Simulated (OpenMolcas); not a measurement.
Worked example: vertical ionisation energy of SiSe (SMILES [Si][Se])

The species is SiSe (2 atoms), meant as a singlet with charge 0. SMILES: `[Si][Se]`. Geometry: relaxed at PBE0-D4/def2-TZVP.

| atom | x (Å) | y (Å) | z (Å) |
| --- | --- | --- | --- |
| Si | 0.0000 | 0.0000 | 0.0314 |
| Se | 0.0000 | 0.0000 | 2.0931 |

Both states at this one shape; open shells run unrestricted unless said. 1 Eh = 27.2114 eV.

| level | program | singlet SiSe (Eh) | doublet SiSe+ (Eh) | HOMO of the first (eV) |
| --- | --- | --- | --- | --- |
| BLYP/aug-cc-pVTZ | OpenMolcas | -2691.160085 | -2690.799187 | -6.58 |
| PBE/aug-cc-pVTZ | OpenMolcas | -2690.608121 | -2690.242605 | -6.74 |
| revPBE/aug-cc-pVTZ | OpenMolcas | -2690.857417 | -2690.493906 | -6.71 |
| M06-2X/aug-cc-pVTZ | OpenMolcas | -2691.120063 | -2690.748201 | -8.76 |

Question: Work out the vertical ionisation energy at each level.

Answer: 
1. BLYP/aug-cc-pVTZ: -2690.799187 − (-2691.160085) = 0.360898 Eh = 9.82 eV; −ε(HOMO) = 6.58 eV.
2. PBE/aug-cc-pVTZ: -2690.242605 − (-2690.608121) = 0.365516 Eh = 9.95 eV; −ε(HOMO) = 6.74 eV.
3. revPBE/aug-cc-pVTZ: -2690.493906 − (-2690.857417) = 0.363511 Eh = 9.89 eV; −ε(HOMO) = 6.71 eV.
4. M06-2X/aug-cc-pVTZ: -2690.748201 − (-2691.120063) = 0.371862 Eh = 10.12 eV; −ε(HOMO) = 8.76 eV.

No measured value is set beside it here; the levels span 9.82 to 10.12 eV. In semi-local functionals −ε(HOMO) lies far under the ionisation energy, a result of self-interaction, while the difference of totals does much better. All-electron rows are non-relativistic unless named.
